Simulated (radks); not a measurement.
Ge, 32 electrons, occupied as [Ar] 3d10 4s2 4p2. Method: scalar-relativistic Kohn-Sham, BLYP, spin-polarised, spherical densities, finite nucleus; open shells are filled with parallel spins first; Fermi nuclear charge, rms radius 4.0742 fm; computed with a radial shooting solver on a logarithmic mesh with Libxc functionals.

Radial electron density D(r) = 4 pi r^2 rho(r):

r (bohr)  D(r) (e/bohr)   spin D(r)
0.003623          3.364  -0.0000478
0.004184          4.294  -0.0000598
0.004794          5.380  -0.0000730
0.005537          6.788  -0.0000887
0.006343          8.398   -0.000104
0.007326          10.44   -0.000120
0.008393          12.70   -0.000131
0.009693          15.46   -0.000132
0.0111            18.41   -0.000114
0.01282           21.83  -0.0000595
0.01469           25.26   0.0000490
0.01697           28.94    0.000262
0.01944           32.27    0.000607
0.02245           35.37     0.00120
0.02572           37.63     0.00209
0.02971           39.05     0.00350
0.03431           39.29     0.00559
0.03931           38.44     0.00836
0.04539           36.62      0.0123
0.05201           34.50      0.0171
0.06006           32.56      0.0232
0.06881           31.75      0.0297
0.07947           32.57      0.0364
0.09105           35.07      0.0414
0.1051            39.02      0.0437
0.1205            42.87      0.0412
0.1391            45.52      0.0327
0.1594            45.39      0.0195
0.1841            41.96     0.00339
0.2109            36.30    -0.00874
0.2436            29.62     -0.0114
0.279             24.78    0.000555
0.3223            22.78      0.0280
0.3692            23.86      0.0605
0.4264            26.59      0.0870
0.4885            28.54      0.0909
0.5642            28.18      0.0671
0.6516            24.93      0.0250
0.7465            20.05    -0.00864
0.8621            14.44    -0.00851
0.9877            9.871      0.0460
1.141             6.405       0.167
1.307             4.399       0.327
1.509             3.234       0.515
1.729             2.632       0.672
1.997             2.189       0.777
2.288             1.799       0.794
2.642             1.376       0.724
3.027            0.9911       0.599
3.496            0.6414       0.439
4.005            0.3891       0.294
4.626            0.2072       0.171
5.3              0.1030      0.0909
6.12            0.04352      0.0404
7.012           0.01694      0.0163
8.098          0.005326     0.00522
9.278          0.001502     0.00149
10.71         0.0003176    0.000316

D(r) has 3 maxima, at r = 0.0330, 0.148, 0.517 bohr, and minima at 0.0694, 0.325 bohr, inside which lie 2.08, 10.94 electrons.
